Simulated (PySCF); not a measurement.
# Sb(40+): ionisation energy

Sb(40+) [Ne] 3s1 (2S) → Sb(41+) [Ne] (1S), as a difference of total energies. All numbers are calculated (PySCF 2.14, scalar relativity by spin-free X2C-1e, in an uncontracted even-tempered set (18 s from 7.3 bohr⁻², ratio 2.5; 12 p from 9.5 bohr⁻², ratio 2.5; 4 d from 35 bohr⁻², ratio 2.7; 4 f from 53 bohr⁻², ratio 2.7)). Correlated levels: outer shells: 1s2 frozen; virtual orbitals above 40 to 60 times the deepest correlated orbital energy dropped. The calculations carry no spin-orbit coupling.

```tsv
method	ionisation energy (eV)
UHF	2899.1
LDA	2901.9
PBE0	2903.4
r2SCAN	2898.4
r2SCAN0	2898.8
MP2 (outer shells)	2899.8
SCS-MP2 (outer shells)	2899.7
```

Problem. Estimate what PBE gives.

Solution. 2904.7 eV, closest to PBE0 among the rows shown.

Problem. Estimate what PBEsol gives.

Solution. 2902.4 eV, closest to LDA among the rows shown.

Breit and QED terms and the two-electron picture change are absent.

For comparison: 2900 ± 0.5 eV (semi-empirical (NIST evaluation); NIST Atomic Spectra Database, ionization energies).
